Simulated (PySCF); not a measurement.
**SMILES CO[C@@H]1C[C@H]1C(N)=O, C$_{5}$H$_{9}$NO$_{2}$**

Cartesian coordinates in Å; atom numbers follow the order of the lines, from 1:
```xyz
17

C     2.5145    0.3663    0.4277
O     1.8350   -0.7789   -0.0341
C     0.5179   -0.8412    0.3917
C    -0.4332   -1.6840   -0.3719
C    -0.5629   -0.1782   -0.4513
C    -1.6905    0.4684    0.2697
N    -2.1939    1.5737   -0.3391
O    -2.1220    0.0681    1.3302
H     3.5292    0.3005    0.0404
H     2.5419    0.3944    1.5231
H     2.0411    1.2855    0.0643
H     0.3820   -0.7685    1.4693
H    -1.1912   -2.2093    0.1877
H    -0.0643   -2.1942   -1.2470
H    -0.2427    0.2920   -1.3718
H    -1.8886    1.8793   -1.2448
H    -2.9792    2.0381    0.0854
```

Method: TDDFT wB97X-D/aug-cc-pVDZ circular dichroism and optical rotation, one conformer, gas phase in PySCF 2.14.0. Geometry: GFN2-xTB.

The molecule is flexible and this is one conformer; a measurement averages over conformers.

Question: Draw the ECD and absorption spectra from the lowest 16 states, each a Gaussian of half-width 0.25 eV at 1/e height.

Answer: 
| E (eV) | λ (nm) | Δε (L mol⁻¹ cm⁻¹) | ε (L mol⁻¹ cm⁻¹) |
| --- | --- | --- | --- |
| 5.37 | 231 | -0.01 | 1.58 |
| 5.47 | 227 | -0.02 | 6.66 |
| 5.57 | 223 | -0.07 | 20.4 |
| 5.67 | 219 | -0.15 | 45.4 |
| 5.77 | 215 | -0.24 | 73.4 |
| 5.87 | 211 | -0.28 | 86.2 |
| 5.97 | 208 | -0.26 | 74.2 |
| 6.07 | 204 | -0.28 | 50.5 |
| 6.17 | 201 | -0.70 | 45.6 |
| 6.27 | 198 | -2.14 | 99.9 |
| 6.37 | 195 | -5.03 | 267 |
| 6.47 | 192 | -8.18 | 601 |
| 6.57 | 189 | -8.33 | 1120 |
| 6.67 | 186 | -3.35 | 1800 |
| 6.77 | 183 | +3.86 | 2530 |
| 6.87 | 181 | +7.51 | 3320 |
| 6.97 | 178 | +5.38 | 4540 |
| 7.07 | 175 | +0.99 | 6940 |
| 7.17 | 173 | -0.90 | 10900 |
| 7.27 | 171 | +1.58 | 15500 |
| 7.37 | 168 | +7.24 | 19000 |
| 7.47 | 166 | +13.05 | 20100 |
| 7.57 | 164 | +15.39 | 18500 |
| 7.67 | 162 | +12.14 | 14800 |
| 7.77 | 160 | +3.87 | 10600 |
| 7.87 | 158 | -6.12 | 7270 |
| 7.97 | 156 | -12.92 | 4970 |

Δε uses R in velocity form, ε uses f in length form. Only the states computed contribute, so the short-wavelength end is incomplete.
